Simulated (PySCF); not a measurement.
Here is a job for PySCF.
```python
from pyscf import gto, scf, cc

mol = gto.Mole()
mol.atom = '''
    Si   -0.16616702    1.07796466    0.62002792
    H     0.06478625    2.52939845    0.75560368
    Si    0.13180641   -0.97390264   -0.53199956
    H     0.93583729   -0.94240197   -1.75786354
    H    -1.28013849   -1.29759961   -0.77854108
    H     0.76056340   -1.74626515    0.54840391
'''
mol.basis = '6-31g'
mol.charge = 1
mol.spin = 1
mol.verbose = 4
mol.build()

mf = scf.UHF(mol)
mf = mf.density_fit(auxbasis='def2-universal-jkfit')
mf.kernel()

mycc = cc.CCSD(mf)
mycc.kernel()
print('E(CCSD) = %.10f' % mycc.e_tot)
mf.analyze()
```

### Question
Give the SCF-reference <S^2> at the level DF-CCSD/6-31G in PySCF.

### Answer
0.753

### Question
What is the computed SCF-reference HOMO energy (DF-CCSD/6-31G)?

### Answer
-15.14 eV

### Question
Predict the number of basis functions from DF-CCSD/6-31G.

### Answer
34

### Question
Give the coupled-cluster correlation energy (without the perturbative part) at the level DF-CCSD/6-31G.

### Answer
-0.1222 Eh

These values belong to the state on which the SCF converged, which isn't shown to be the lowest.
